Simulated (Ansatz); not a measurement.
```xyz
10

B     1.049    1.054    1.538
N     0.578    0.354    0.470
C     0.218   -0.283   -0.516
C    -1.176   -0.670   -0.873
Cl    1.409   -0.844   -1.695
H     1.129    2.245    1.457
H     1.350    0.458    2.531
H    -1.252   -1.757   -0.948
H    -1.866   -0.301   -0.115
H    -1.438   -0.255   -1.848
```

Charge 0, multiplicity 1.

Question: List the PBE/def2-TZVPP orbital energies in eV (Ansatz). (An estimate is asked.)

Answer: Computed: Occupied: -2739.32, -381.10, -272.16, -269.67, -249.87, -190.63, -190.38, -190.35, -176.94, -23.97, -20.97, -18.77, -15.68, -12.88, -11.76, -11.50, -10.37, -9.97, -9.80, -8.40, -7.79, -7.09, -6.93. Lowest empty: -1.72, -1.63, 0.34, 0.45, 1.65, 2.05, 2.18, 2.22.
